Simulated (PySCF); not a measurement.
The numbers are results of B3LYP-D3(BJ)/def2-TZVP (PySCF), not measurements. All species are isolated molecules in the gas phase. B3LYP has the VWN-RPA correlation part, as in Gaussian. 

Reference species (SMILES): `[Cl][In]([Cl])[Cl]` (neutral, multiplicity 1).

```
Property        Value
-------------  ------
dipole moment  0.01 D
```

Changed species: `[Cl][InH2]` (whole molecule; the reference has whole molecule).

Question: What does the change do to the dipole moment?

Answer: the dipole moment rises by 2.91 D, to 2.92 D.
